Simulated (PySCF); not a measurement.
CH3AlF (SMILES [CH3][Al+][F]), charge +1, singlet, geometry from GFN2-xTB (such geometries of metal compounds can be far from the true shape). Base run: BLYP/STO-3G run with PySCF.

PySCF was given this input:
```python
from pyscf import gto, scf, dft

mol = gto.M(
    atom='''
Al   -0.001838   -0.108731    0.073635
C     0.025517    1.509313   -1.022131
H    -0.688191    2.231931   -0.605840
H    -0.259533    1.247208   -2.049214
H     1.039175    1.930213   -1.008245
F    -0.024517   -1.450191    0.982093
''',
    basis='sto-3g',
    charge=1,
    spin=0,
    verbose=4,
)

mf = dft.RKS(mol)
mf.xc = 'blyp'
mf.kernel()
```

The base run was repeated with changes; each row names its change, and settings that it needs were set with it.

| change | ΔE vs base (mEh) | fitting functions |
|---|---|---|
| base | 0.000 | - |
| auxbasis = def2-svp-ri | -25.790 | 200 |
| auxbasis = autoaux | [?] | [?] |
| auxbasis = cc-pvtz-jkfit | -0.271 | 369 |
| auxbasis = cc-pvdz-jkfit | -0.286 | 321 |
| auxbasis = def2-universal-jkfit | [?] | [?] |
| auxbasis = even-tempered beta=3.0 | [?] | [?] |
| auxbasis = def2-universal-jfit | -1.934 | 182 |
| auxbasis = cc-pvtz-ri | -3.103 | 374 |
| auxbasis = even-tempered beta=1.6 | -2.474 | 275 |

Problem. Fill in the missing entries.

Solution. 
- auxbasis = autoaux, ΔE vs base (mEh): -2.567
- auxbasis = autoaux, fitting functions: 252
- auxbasis = def2-universal-jkfit, ΔE vs base (mEh): -1.383
- auxbasis = def2-universal-jkfit, fitting functions: 334
- auxbasis = even-tempered beta=3.0, ΔE vs base (mEh): -10.757
- auxbasis = even-tempered beta=3.0, fitting functions: 126

A fitting set is made for a task (jfit for Coulomb, jkfit for Coulomb and exchange, ri for correlation) and for a family of orbital bases.
